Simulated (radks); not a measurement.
The numbers below are computed, except where a source is named.
Question: These are the eigenvalues of the occupied orbitals of an atom or ion with whole-number occupations (hartree). Code: a radial shooting solver on a logarithmic mesh with Libxc functionals. Model: scalar-relativistic Kohn-Sham, PBE, spin-polarised, spherical densities, point nucleus.

| orbital | eigenvalue |
|---|---|
| 1s down | -2476.920 |
| 1s up | -2476.919 |
| 2s up | -426.4159 |
| 2s down | -426.4125 |
| 2p up | -373.7765 |
| 2p down | -373.7738 |
| 3s up | -98.48053 |
| 3s down | -98.47995 |
| 3p up | -82.82681 |
| 3p down | -82.82608 |
| 3d up | -64.57503 |
| 3d down | -64.57307 |
| 4s up | -20.90263 |
| 4s down | -20.90015 |
| 4p up | -15.76874 |
| 4p down | -15.76649 |
| 4d up | -9.20056 |
| 4d down | -9.19777 |
| 5s up | -3.72757 |
| 5s down | -3.69232 |
| 5p up | -2.48827 |
| 5p down | -2.44007 |
| 4f up | -1.94417 |
| 4f down | -1.93606 |
| 5d up | -1.09720 |

Which element is it, and in what charge state? The configuration may be excited. Open shells, if any, are filled with parallel spins first.

Answer: Z = 73, tantalum, charge +3: Ta3+ in [Xe] 4f14 5d2. The list shows which subshells hold electrons but not how many an open one holds; the 1s level, -2476.9 hartree, gives Z - s = 70.4 by -(Z - s)^2/2, which with screening and relativity narrows Z to a few neighbours, and the depths of the outer levels then fix element, charge and occupations together.
